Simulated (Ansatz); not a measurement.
A nudged elastic band was laid between two geometries of BrGeH3 + H2O (8 atoms, charge 0, multiplicity 1).

Method: Ansatz, RKS PBE-D4/def2-mTZVP.

- movable images: 7
- climbing image: yes
- spring: 5.0 eV/Å²
- optimiser: quadratic models (default)
- start path: through a guess of the saddle point
- force threshold: 0.05 eV/Å
- iteration limit: 60
- end points: relaxed

Image 0:

```xyz
8
Properties=species:S:1:pos:R:3
Ge -1.108 0.063 -0.715
Br 0.061 -1.980 -0.693
H -0.148 1.134 -1.266
H -1.578 0.338 0.725
H -2.299 -0.175 -1.672
H 1.450 -0.538 1.074
O 1.382 0.383 1.397
H 2.239 0.776 1.151
```

Image 8:

```xyz
8
Properties=species:S:1:pos:R:3
Ge -0.875 0.669 -0.199
Br 1.811 -2.346 -0.688
H -0.166 1.104 -1.503
H -1.499 1.878 0.538
H -1.870 -0.485 -0.409
H 1.144 -1.303 0.171
O 0.371 -0.074 0.937
H 1.085 0.557 1.153
```

Problem. What changes between the two ends?

Solution. Bonds broken: Ge1–Br2, H6–O7. Bonds formed: Ge1–O7, Br2–H6. BrGeH3 + H2O becomes BrH + GeH4O.

Problem. What energy profile does the band end with?

Solution. It converged. The highest image is number 5 of 0 to 8, 0.86 eV above the first end and 0.31 eV above the last; the last end lies 0.55 eV above the first. The profile has 2 maxima (images 2, 5) with wells between them (image 3): this band takes more than one step, which may be the mechanism or a detour left from its start path. A vibrational analysis at the climbing image gives one clearly imaginary mode, 120i cm⁻¹: a first-order saddle point. The orbitals stay closed-shell, which can raise the energy where a bond breaks towards radicals; this wasn't checked here.

```
image  path coordinate (Å)  energy (eV)  Ge1–Br2 (Å)  H6–O7 (Å)  Ge1–O7 (Å)
    0                 0.00         0.00         2.35       0.98        3.28
    1                 1.33         0.03         2.35       0.98        3.64
    2                 2.66         0.04         2.35       0.98        3.81
    3                 3.98         0.02         2.35       0.98        3.56
    4                 5.31         0.30         2.39       0.98        3.03
    5                 6.63         0.86         2.83       1.03        2.07
    6                 7.18         0.76         3.22       1.19        1.93
    7                 7.73         0.58         3.64       1.55        1.86
    8                 8.28         0.55         4.07       1.64        1.84
```

Problem. What is the geometry of the highest image?

Solution. 
```xyz
8
Properties=species:S:1:pos:R:3:forces:R:3
Ge -0.715 0.332 -0.390 0.00 0.00 0.00
Br 0.965 -1.821 -1.131 0.00 0.00 0.00
H -0.212 0.926 -1.720 0.00 0.00 0.00
H -1.127 1.552 0.504 0.00 0.00 0.00
H -1.865 -0.684 -0.380 0.00 0.00 0.00
H 1.135 -0.838 0.641 0.00 0.00 0.00
O 0.605 -0.108 1.148 0.00 0.00 0.00
H 1.213 0.641 1.328 0.00 0.00 0.00
```

Time of the run: 5 min on 2 threads of Arm Neoverse V2, on a shared host, peak memory 0.15 GiB.
